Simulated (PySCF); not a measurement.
Species: C6H6F2O2.
SMILES with atom numbers: `[CH:1]#[C:2]/[C:3](=[CH:4]\[O:5][CH3:6])[O:7][CH:8]([F:9])[F:10]` (hydrogens: H11 on C1; H12 on C4; H13, H14, H15 on C6; H16 on C8)

Computed with PySCF at CAM-B3LYP/def2-SVPD, non-relativistic, on one gas-phase PBE0-D3(BJ)/def2-SVP geometry that isn't relaxed in the solvent. The solvent is an IEF-PCM continuum (van der Waals radii × 1.2). Specific hydrogen bonds and non-electrostatic terms are outside this model.

Gas phase at CAM-B3LYP/def2-SVPD: HOMO -7.95 eV, LUMO 0.14 eV, dipole 3.90 D.

What does the continuum do to the energy, the frontier levels and the dipole at CAM-B3LYP/def2-SVPD in chloroform?

| solvent | ε | E(solvent) − E(gas) (kcal/mol) | polarisation term (kcal/mol) | distortion of the solute (kcal/mol) | HOMO (eV) | LUMO (eV) | dipole (D) |
| --- | --- | --- | --- | --- | --- | --- | --- |
| chloroform | 4.711 | -4.57 | -4.99 | 0.42 | -7.85 | 0.27 | 4.52 |

Polarisation term: ½ Σ q·V over the induced surface charges. Distortion: the rise of the solute's own energy as its density leaves the gas-phase optimum.

Which radius a makes the point-dipole formula ΔE = −[(ε − 1)/(2ε + 1)]·μ²/a³ give the value in chloroform, with the gas-phase dipole?

μ = 1.533 au and |ΔE| = 0.00728 Eh give a = 2.57 Å; the farthest nucleus lies 3.82 Å from the centroid of the nuclei, so such a sphere wouldn't even hold the nuclei. The formula assumes a rigid point dipole at the centre of a sphere.

How does the static polarisability (CAM-B3LYP/def2-SVPD, frozen core, with the continuum's full static response) change?

```json
{"medium": "gas", "isotropic (au)": "83.6", "principal values (au)": "58.0, 89.4, 103.5", "⟨r²⟩ of the electrons (bohr²)": "1673.5"}
{"medium": "chloroform", "isotropic (au)": "102.1", "principal values (au)": "70.8, 103.9, 131.5", "⟨r²⟩ of the electrons (bohr²)": "1672.6"}
```

The isotropic value in chloroform is 1.22 times the gas-phase one; no cavity-field correction is applied. ⟨r²⟩ is taken about the centre of nuclear charge.

Conformer computed: `[CH:1]#[C:2]/[C:3](=[CH:4]\[O:5][CH3:6])[O:7][CH:8]([F:9])[F:10]`: C3–C4–O5–C6 1°, C2–C3–O7–C8 -73°, C3–O7–C8–F9 169°.
